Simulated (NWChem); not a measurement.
System: C3H8BeO; SMILES [OH][Be][CH](C)C

Input file for NWChem:

```
start job
memory heap 200 mb stack 900 mb global 1100 mb
geometry units angstroms noautoz
  Be    -0.020216     1.119528    -0.264188
  C      0.004930    -0.575477    -0.423338
  C     -1.252457    -1.252173     0.166063
  C      1.285887    -1.212469     0.159709
  H      0.005594    -0.783773    -1.507459
  H     -1.234123    -2.342248     0.012888
  H     -1.331511    -1.086995     1.249190
  H     -2.177917    -0.875877    -0.287938
  H      2.196961    -0.806352    -0.297729
  H      1.301640    -2.302391     0.005272
  H      1.364279    -1.046115     1.242723
  O     -0.043237     2.534989    -0.195638
  H     -0.021257     3.141418     0.547492
end
basis spherical
  Be library 6-31+g*
  C library 6-31+g*
  H library 6-31+g*
  O library 6-31+g*
end
dft
  xc xpbe96 cpbe96
  iterations 150
  vectors input atomic output neutral.movecs
end
task dft energy
charge 1
dft
  odft
  mult 2
  vectors input atomic output cation.movecs
end
task dft energy
charge -1
dft
  odft
  mult 2
  vectors input atomic output anion.movecs
end
task dft energy
```

All runs use the structure optimised with B3LYP/6-31G* (spherical d).

Ions are spin-unrestricted doublets at the neutral geometry; other ion states weren't tried.

Task: Predict the main results of this run. (PBE/6-31+G* (spherical d), vertical spin-unrestricted ions.) Quantities: vertical ionisation energy, ΔSCF (eV); −ε(HOMO) (eV).

Result: 
```yaml
vertical ionisation energy, ΔSCF (eV): 9.31
"−ε(HOMO) (eV)": 6.02
```
